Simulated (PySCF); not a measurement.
**Br: excitation energy**

Br [Ar] 3d10 4s2 4p5 (2P) → Br [Ar] 3d10 4s1 4p6 (2S), as a difference of total energies. Calculation: PySCF 2.14, in aug-cc-pVQZ-PP with ECP10MDF (7s6p5d3f2g, 89 functions); a scalar-relativistic core potential. Correlated levels: valence: 3s2 3p6 3d10 frozen. The calculations carry no spin-orbit coupling.

```csv
method,excitation energy (cm⁻¹)
UHF,122000
LDA,99761
PBE,99734
PBE0,105360
r2SCAN,104340
B2PLYP,104420
M06-L,103490
BP86,99795
wB97X,107120
MP2 (valence),105130
SCS-MP2 (valence),103290
```

The upper state lies above the first ionisation limit, where it may autoionise and the basis confines it.
